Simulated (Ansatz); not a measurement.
# FH2InMg: where a starting geometry ends

The starting geometry of this gas-phase singlet was optimised with GFN2-xTB.

```xyz
5

F     1.2373   -0.0415   -0.6039
In   -0.9067   -0.5311   -1.2433
Mg    1.0160    0.1927    1.2834
H     2.2117    0.5513    2.2471
H    -0.7350   -0.1222    1.3424
```

**Question.** Predict what becomes of its bonds when it is optimised with B3LYP-D4/def2-TZVP.

**Answer.** New bonds form, giving a structure with F1 bridging In2 and Mg3, H5 bridging Mg3 and In2, given below by its coordinates. Contacts that close: In2–Mg3 (3.26 → 3.16 Å), In2–H5 (2.62 → 2.13 Å).

The energy falls by 0.26 eV over 8 steps:

```
step  E − E(last) (eV)
   1             0.262
   2             0.047
   3             0.024
   4             0.009
   5             0.004
   6             0.001
   7             0.000
   8             0.000
```

Final geometry (Å):

| atom | x (Å) | y (Å) | z (Å) |
| --- | --- | --- | --- |
| F | 1.2030 | -0.0561 | -0.6587 |
| In | -1.0073 | -0.5162 | -1.0201 |
| Mg | 1.1122 | 0.1982 | 1.2066 |
| H | 2.2164 | 0.5808 | 2.4375 |
| H | -0.7011 | -0.1574 | 1.0604 |

Frequencies at the end are all real (lowest 212 cm⁻¹). Atoms past krypton carry core potentials, without spin–orbit terms. Run with Ansatz 0.2.0, 14 s on 2 threads of Arm Neoverse V1, on a shared host.
